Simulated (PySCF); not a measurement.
SMILES N[SiH2]CC[SiH2]N (C2H12N2Si2) (GFN2-xTB optimised geometry):

```
18

Si     0.582     0.004     0.000
N      0.133    -0.924    -1.383
C     -0.136    -0.888     1.515
C     -1.666    -0.891     1.558
Si    -2.354    -1.738     3.124
N     -4.075    -1.799     3.257
H      2.046     0.004     0.000
H      0.090     1.395     0.000
H      0.462    -0.633    -2.288
H     -0.814    -1.261    -1.460
H      0.222    -1.918     1.544
H      0.240    -0.411     2.422
H     -2.046    -1.395     0.665
H     -2.026     0.140     1.499
H     -1.914    -0.994     4.307
H     -1.931    -3.140     3.142
H     -4.582    -0.941     3.402
H     -4.591    -2.391     2.627
```

Computed with PySCF with PBE0/def2-SVP.

Task: What are the frontier orbital energies and the dipole moment?

Result: HOMO-2 -8.27 eV, HOMO-1 -7.07 eV, HOMO -6.74 eV, LUMO 1.14 eV, LUMO+1 1.25 eV; dipole moment 2.43 D.

On the same geometry PBE/def2-SVP run with PySCF gives HOMO-2 -6.85 eV, HOMO-1 -5.56 eV, HOMO -5.34 eV, LUMO 0.27 eV, LUMO+1 0.37 eV; dipole moment 2.46 D.

Meta-Löwdin charges at PBE0/def2-SVP: Si1 0.74, N2 -0.69, C3 -0.41, C4 -0.42, Si5 0.73, N6 -0.68, H7 -0.12, H8 -0.15, H9 0.21, H10 0.21, H11 0.11, H12 0.10, H13 0.09, H14 0.10, H15 -0.12, H16 -0.12, H17 0.21, H18 0.21.
